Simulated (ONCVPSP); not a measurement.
Ranking ONCV potentials for manganese (Mn)

All share these settings but for the change named:

| Quantity | Value |
| --- | --- |
| Element | Mn |
| Generator | ONCVPSP 4.0.1 |
| Type | optimised norm-conserving Vanderbilt (ONCV) |
| Functional | PBEsol |
| Relativity | scalar-relativistic |
| Frozen core | [Ne] |
| Valence charge | 15 |
| Reference configuration | 3s2 3p6 3d5 4s2 |
| Partial waves | 3s+4s: rc 1.35 bohr, ncon 4, nbas 8, qcut 7.4 1/bohr, 2 projectors; 3p: rc 0.90 bohr, ncon 4, nbas 8, qcut 8.5 1/bohr, 2 projectors, debl 0.9 Ha; 3d: rc 1.75 bohr, ncon 4, nbas 9, qcut 9.9 1/bohr, 2 projectors, debl 2.4 Ha |
| Local potential | polynomial inside 0.70 bohr (lpopt 5, dvloc0 -1 Ha) |
| Core correction | Teter function, fcfact 4, rcfact 1.8 |

In the p channel the program set the typed energies aside and used -2.002, 0.250 Ha.

Cutoff: the first of the cutoffs (Ha) at which the residual kinetic energy of the hardest occupied pseudo-wave falls to 1 and 0.1 mHa per electron; the density cutoff is not measured.

The base gives 35 Ha.

Of 8 variants that were run, those that failed, showed a ghost or another fault, or gave nearly equal values are left out.

A variant can come out equal or close to the base.

Q: Rank these variants from softest to hardest (loose cutoff).
A. all radii but the core radius scaled by about 0.87 (s 1.18, p 0.78, d 1.52 bohr); local potential polynomial inside 0.60 bohr (lpopt 5, dvloc0 -1 Ha)
B. all radii but the core radius scaled by about 1.10 (s 1.48, p 1.00, d 1.92 bohr); local potential polynomial inside 0.78 bohr (lpopt 5, dvloc0 -1 Ha)
C. all radii but the core radius scaled by about 0.93 (s 1.26, p 0.84, d 1.64 bohr); local potential polynomial inside 0.66 bohr (lpopt 5, dvloc0 -1 Ha)
D. all radii but the core radius scaled by about 1.31 (s 1.78, p 1.18, d 2.30 bohr); local potential polynomial inside 0.92 bohr (lpopt 5, dvloc0 -1 Ha)

A: D (29 Ha), B (32 Ha), C (80 Ha), A (98 Ha).
